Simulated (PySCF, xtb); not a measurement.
Be(SMe)(SeH) (CH4BeSSe), SMILES C[S][Be][SeH].

GFN2-xTB run with xtb at its own geometry gives an orbital gap of 3.90 eV and a dipole moment of 2.88 D.

Geometry: TPSSh-D3(BJ)/def2-SVP. The structure was generated by enumeration; whether it is a known compound was not checked. The values are those of a single conformer.

**Question.** What does M06-2X/def2-TZVPD (PySCF) give? (An estimate is asked for; the answer gives what the named calculation found.)

**Answer.** gap 7.96 eV (levels -8.35 and -0.39 eV), dipole 1.63 D.
